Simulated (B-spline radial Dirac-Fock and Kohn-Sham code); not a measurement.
Run log: Er²⁺

ΔSCF core binding energies without Breit or QED terms, calculated with a radial B-spline solver. Keys: rel is the Hamiltonian (dirac, or spin-free x2c and nr, where L3 and M5 stand for the whole 2p and 3d shells), method is hf or an exchange,correlation pair (spin-unpolarised, also for the hole states), nuc the nuclear model, radius_factor scales its radius, rmax is the box in bohr, h the logarithmic mesh step, order the B-spline order, points the quadrature points per cell, c_factor scales the speed of light, and damp, ndamp, maxit and tol steer the iteration. The run stops when the commutator error falls below 10·tol·max(1, Z/10), or the numerical noise floor, and the energy has settled to about 1e-8 Ha; the virial ratio is −V/T.

Input (task.json):

```json
{"items": [{"Z": 68, "q": 2, "cfg": [[1, 0, 2], [2, 0, 2], [2, 1, 6], [3, 0, 2], [3, 1, 6], [3, 2, 10], [4, 0, 2], [4, 1, 6], [4, 2, 10], [4, 3, 12], [5, 0, 2], [5, 1, 6]], "A": 166, "rrms": 5.2516, "do": "settings", "holes": ["K", "L3", "M5"],
  "settings": [{"rel": "dirac", "method": "hf", "nuc": "fermi", "radius_factor": 1.0, "rmax": 45.0, "h": 0.3, "order": 8, "points": 10, "c_factor": 1.0, "maxit": 60, "damp": 0.5, "ndamp": 3, "tol": 1e-08, "cfg": "1s2 2s2 2p6 3s2 3p6 3d10 4s2 4p6 4d10 4f12 5s2 5p7"}]}]}
```

Command: `python xray2_run.py task.json out`

The program stops without a result: overfilled shell.

Q: One setting is unsound. Which, and why?

A: cfg puts more electrons in a shell than it can hold. With the default settings (Dirac Hartree-Fock): The ground state converged in 11 iterations, with total energy -13091.64195 Ha, virial ratio 1.90635 and highest orbital energy -26.91 eV. ΔSCF binding energies: K (1s) 57761.5 eV, L3 (2p3/2) 8393.4 eV, M5 (3d5/2) 1427.4 eV.
